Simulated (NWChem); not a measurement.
# GeH₃F; SMILES [F][GeH3]

All runs: NWChem. The level has its own optimisation; frequencies are unscaled.

Problem. Estimate the computed values for PBE0/def2-SVP. Quantities: r F–Ge (Å); r Ge–H (Å); highest harmonic frequency (cm⁻¹); lowest (cm⁻¹); zero-point energy (kcal/mol); dipole (D).

Solution. 
```yaml
r F–Ge (Å): 1.744
r Ge–H (Å): 1.536
highest harmonic frequency (cm⁻¹): 2189
lowest (cm⁻¹): 649
zero-point energy (kcal/mol): 16.0
dipole (D): 2.11
```
